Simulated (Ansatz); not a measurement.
Steps of a relaxation of BrH₃O₃Sn (`[OH][Sn]([OH])([OH])[Br]`) with RKS PBE0-D4/def2-TZVP.

```sh
$ ansatz run in.yaml --threads 4 --pin off --events-out ev --progress --plain --max-ram 10444MiB
```

```yaml
crystal:
  periodic: [false, false, false]
  atoms:
    - {symbol: O, position_ang: [-0.684369, 1.057753, 1.310453]}
    - {symbol: Sn, position_ang: [0.013821, 0.059464, -0.276091]}
    - {symbol: O, position_ang: [1.795459, -0.633305, 0.289167]}
    - {symbol: O, position_ang: [-1.077653, -1.525580, -0.792273]}
    - {symbol: Br, position_ang: [0.022616, 1.568422, -2.268732]}
    - {symbol: H, position_ang: [-1.386225, 1.674720, 1.019924]}
    - {symbol: H, position_ang: [2.207587, 0.018860, 0.891553]}
    - {symbol: H, position_ang: [-0.799036, -2.277334, -0.229800]}
basis:
  gaussian: {orbitals: def2-TZVP}
hamiltonian: {xc: pbe0, dispersion: d4}
relax: {f_tol: 0.005, max_steps: 150}
```

Positions (Å) and forces (eV/Å) along the path, 10 of 10 steps:

```xyz
8
step=1 energy=-82059.0204 eV
O    -0.684    1.058    1.310   -0.194   -0.057   -1.153
Sn    0.014    0.059   -0.276   -0.004   -0.347    0.284
O     1.795   -0.633    0.289   -0.689    0.948    0.149
O    -1.078   -1.526   -0.792    0.861    0.307    0.798
Br    0.023    1.568   -2.269    0.005   -0.386    0.541
H    -1.386    1.675    1.020    0.544   -0.445    0.286
H     2.208    0.019    0.892   -0.273   -0.542   -0.437
H    -0.799   -2.277   -0.230   -0.251    0.522   -0.468
8
step=2 energy=-82059.1364 eV
O    -0.674    1.033    1.265   -0.274    0.230   -0.207
Sn    0.002    0.057   -0.281   -0.025   -0.393    0.416
O     1.746   -0.606    0.260    0.075    0.296    0.241
O    -1.059   -1.498   -0.757    0.226   -0.259    0.299
Br    0.008    1.525   -2.183    0.001    0.382   -0.507
H    -1.330    1.693    0.993    0.240   -0.207    0.199
H     2.146    0.003    0.899   -0.059   -0.273   -0.196
H    -0.747   -2.265   -0.252   -0.185    0.224   -0.245
8
step=3 energy=-82059.1597 eV
O    -0.684    1.030    1.264   -0.109    0.102   -0.138
Sn   -0.006    0.060   -0.282   -0.010   -0.094    0.080
O     1.739   -0.596    0.260    0.015    0.124    0.086
O    -1.056   -1.507   -0.738    0.098   -0.069    0.105
Br   -0.006    1.540   -2.225   -0.006    0.033   -0.048
H    -1.308    1.721    1.012    0.094   -0.083    0.093
H     2.137   -0.021    0.924   -0.016   -0.104   -0.082
H    -0.725   -2.284   -0.271   -0.067    0.091   -0.097
8
step=4 energy=-82059.1632 eV
O    -0.698    1.051    1.257    0.002   -0.029    0.024
Sn   -0.014    0.051   -0.262   -0.023    0.109   -0.042
O     1.741   -0.588    0.257   -0.008   -0.025    0.019
O    -1.071   -1.509   -0.708    0.020   -0.014    0.031
Br   -0.020    1.525   -2.220    0.001   -0.015    0.004
H    -1.299    1.762    1.013    0.017   -0.008   -0.018
H     2.145   -0.041    0.937   -0.004    0.001   -0.005
H    -0.692   -2.309   -0.331   -0.005   -0.020   -0.013
8
step=5 energy=-82059.1643 eV
O    -0.708    1.052    1.259    0.061   -0.105    0.047
Sn   -0.022    0.054   -0.260    0.004   -0.005   -0.012
O     1.727   -0.598    0.268   -0.033   -0.038   -0.038
O    -1.070   -1.516   -0.698   -0.023    0.077   -0.011
Br   -0.027    1.530   -2.214    0.001   -0.005   -0.009
H    -1.280    1.779    1.006   -0.071    0.103   -0.031
H     2.144   -0.040    0.930    0.021    0.032    0.035
H    -0.673   -2.317   -0.346    0.039   -0.059    0.020
8
step=6 energy=-82059.1646 eV
O    -0.730    1.053    1.265   -0.081    0.108   -0.024
Sn   -0.037    0.056   -0.250    0.018   -0.068    0.002
O     1.706   -0.609    0.280    0.015    0.004   -0.012
O    -1.076   -1.522   -0.672    0.097   -0.220    0.074
Br   -0.038    1.520   -2.214    0.004    0.011   -0.001
H    -1.247    1.823    1.005    0.058   -0.083    0.034
H     2.141   -0.044    0.925   -0.006    0.000   -0.001
H    -0.627   -2.334   -0.395   -0.105    0.249   -0.072
8
step=7 energy=-82059.1663 eV
O    -0.763    1.049    1.264    0.003    0.004   -0.003
Sn   -0.047    0.047   -0.238   -0.015    0.025   -0.012
O     1.703   -0.611    0.280    0.008   -0.007   -0.006
O    -1.087   -1.534   -0.644   -0.002   -0.003    0.002
Br   -0.042    1.519   -2.201    0.006   -0.011    0.019
H    -1.213    1.855    0.993   -0.002   -0.001    0.000
H     2.141   -0.044    0.921   -0.002    0.002    0.002
H    -0.600   -2.337   -0.432    0.003   -0.009   -0.001
8
step=8 energy=-82059.1664 eV
O    -0.765    1.053    1.263    0.000    0.001    0.001
Sn   -0.050    0.047   -0.236    0.000    0.001    0.000
O     1.702   -0.612    0.277   -0.001   -0.001   -0.003
O    -1.089   -1.536   -0.634   -0.001    0.000    0.000
Br   -0.038    1.519   -2.197    0.001   -0.002    0.001
H    -1.215    1.857    0.992    0.000    0.000    0.000
H     2.141   -0.046    0.918    0.001    0.002    0.001
H    -0.594   -2.338   -0.439    0.001    0.000   -0.001
8
step=9 energy=-82059.1664 eV
O    -0.766    1.054    1.264    0.000    0.000    0.000
Sn   -0.051    0.047   -0.234    0.002   -0.003    0.001
O     1.701   -0.613    0.277   -0.001    0.001    0.001
O    -1.091   -1.537   -0.630    0.006   -0.009    0.003
Br   -0.037    1.516   -2.197    0.000    0.002   -0.002
H    -1.215    1.860    0.991    0.000   -0.001    0.000
H     2.142   -0.046    0.917    0.000    0.000    0.000
H    -0.590   -2.338   -0.445   -0.006    0.010   -0.003
8
step=10 energy=-82059.1664 eV
O    -0.766    1.055    1.264    0.000    0.000    0.000
Sn   -0.051    0.047   -0.234    0.001   -0.002    0.002
O     1.701   -0.613    0.278   -0.001    0.001    0.000
O    -1.092   -1.537   -0.628    0.003   -0.003    0.001
Br   -0.037    1.516   -2.196    0.000    0.001   -0.001
H    -1.215    1.860    0.991    0.000    0.000    0.000
H     2.142   -0.046    0.917    0.000    0.000    0.000
H    -0.589   -2.338   -0.448   -0.003    0.004   -0.001
```

Run time 2.4 min (4 threads of an AMD EPYC on a shared host); peak host memory 0.68 GiB.
